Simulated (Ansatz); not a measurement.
Cost and result for the atomization energy of `BC(C)CC` (16 atoms, 15 bonds).

```xyz
16

B     0.968    1.305    0.390
C     0.517   -0.174    0.234
C     1.587   -0.711   -0.744
C    -0.887   -0.383   -0.319
C    -1.968    0.108    0.627
H     0.516    2.154   -0.329
H     1.847    1.605    1.148
H     0.628   -0.732    1.172
H     1.390   -1.765   -0.960
H     2.598   -0.638   -0.337
H     1.566   -0.176   -1.699
H    -0.973    0.142   -1.278
H    -1.044   -1.447   -0.537
H    -1.910   -0.406    1.592
H    -1.867    1.181    0.819
H    -2.968   -0.060    0.221
```

Total charge 0; spin multiplicity 1. The structure was optimised at the PBE0-D4/def2-TZVP level. It is one conformer, not always the lowest. Program: Ansatz. All runs use 4 threads of an AMD EPYC 7R13 on a shared host. Times are those of one run each, without the atoms' runs, and a repeat can differ threefold. Electronic energies, without spin–orbit coupling; frozen cores. CCSD(T)/CBS adds CCSD(T) − MP2 in def2-TZVPP to the MP2 limit, and its time is that of the two runs behind it. T1 = 0.009. HSE06 is the plane-wave form, built on full-range PBE exchange.

CCSD(T)/CBS is a level of theory with its own doubt, some kJ/mol a heavy atom from the limit and from the frozen cores, so smaller differences don't rank the functionals.

```tsv
level	functions	wall time	atomization (kJ/mol)	difference from CCSD(T)/CBS	per bond
LDA (SPW92)/def2-TZVPP	309	1.4 s	6914.8	774.7	51.6
PBE-D4/def2-TZVPP (with forces)	309	2.5 s	6236.4	96.3	6.4
PBE0-D4/def2-TZVPP	309	2.8 s	6188.0	47.9	3.2
HSE06-D4/def2-TZVPP	309	3 s	6191.2	51.1	3.4
r2SCAN-D4/def2-TZVPP (with forces)	309	4.2 s	6168.3	28.2	1.9
r2SCANh-D4/def2-TZVPP	309	4.2 s	6151.9	11.8	0.8
B2PLYP/def2-TZVPP	309	6 s	6100.0	-40.1	-2.7
PBE-QIDH/def2-TZVPP	309	6 s	6149.4	9.3	0.6
B97M-V/def2-TZVPP	309	7.5 s	6166.6	26.5	1.8
CCSD(T)/def2-SVP	125	7.5 s	5928.9	-211.2	-14.1
MP2/def2-QZVPP	615	45 s	6136.4	-3.7	-0.3
CCSD(T)/def2-TZVPP	309	9.9 min	6022.3	-117.8	-7.9
CCSD(T)/CBS(def2)	–	11 min	6140.1	0.0	0.0
```

In def2-TZVPP, CCSD(T) changes the Hartree–Fock value by +1279.5 kJ/mol (the triples alone add +62.0 kJ/mol) and MP2 by +1324.6 kJ/mol; breaking electron pairs costs correlation energy, which Hartree–Fock lacks. Leaving LDA and LC-ωPBE aside and taking each functional with its dispersion term where it has one, the values, not all of them listed here, spread over 180.8 kJ/mol, from BHLYP-D4 to PBE-D4. LDA lies +706.9 kJ/mol from PBE without D4, its usual overbinding. The D4 term adds +45.2 kJ/mol with B3LYP and +24.0 kJ/mol with PBE0; it sums over pairs of atoms, weighted by their polarisabilities, and B3LYP, whose exchange is more repulsive, gets the larger term.

B3LYP here is the variant with VWN-RPA as its local correlation; programs differ in this.
